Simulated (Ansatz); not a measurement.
One change: `[CH3][Al]([F])[S][SiH3]` becomes `[CH3][Al]([CH3])[F]`.

Ansatz, PBE0-D4/def2-TZVP geometries, multiplicity 1. Each molecule was computed in one conformer, which needn't be the lowest.

```tsv
property	`[CH3][Al]([F])[S][SiH3]`
LUMO energy (PBE/def2-TZVPP) / eV	-1.42
HOMO energy (ωB97M-V/def2-TZVPP) / eV	-9.96
size of the dipole moment (PBE/def2-TZVPP) / D	2.29
HOMO–LUMO gap (PBE0/def2-TZVPP) / eV	7.17
HOMO–LUMO gap (B3LYP/def2-TZVPP) / eV	6.71
LUMO energy (PBE0/def2-TZVPP) / eV	-0.64
```

Question: Give the same properties after the change, and the shifts. (Estimate.)

Answer: The calculation gave: 
| property | `[CH3][Al]([CH3])[F]` | shift |
| --- | --- | --- |
| LUMO energy (PBE/def2-TZVPP) / eV | -1.06 | 0.36 |
| HOMO energy (ωB97M-V/def2-TZVPP) / eV | -10.15 | -0.19 |
| size of the dipole moment (PBE/def2-TZVPP) / D | 1.84 | -0.45 |
| HOMO–LUMO gap (PBE0/def2-TZVPP) / eV | 7.65 | 0.48 |
| HOMO–LUMO gap (B3LYP/def2-TZVPP) / eV | 7.17 | 0.46 |
| LUMO energy (PBE0/def2-TZVPP) / eV | -0.27 | 0.37 |

With PBE0 the HOMO falls by 0.10 eV and the LUMO rises by 0.37 eV, so the gap widens by about 0.47 eV. PBE moves the HOMO by 0.01 eV and ωB97M-V by -0.19 eV. Dipoles are sizes alone; their direction can turn.

B3LYP here is the variant with VWN-RPA as its local correlation; programs differ in this.
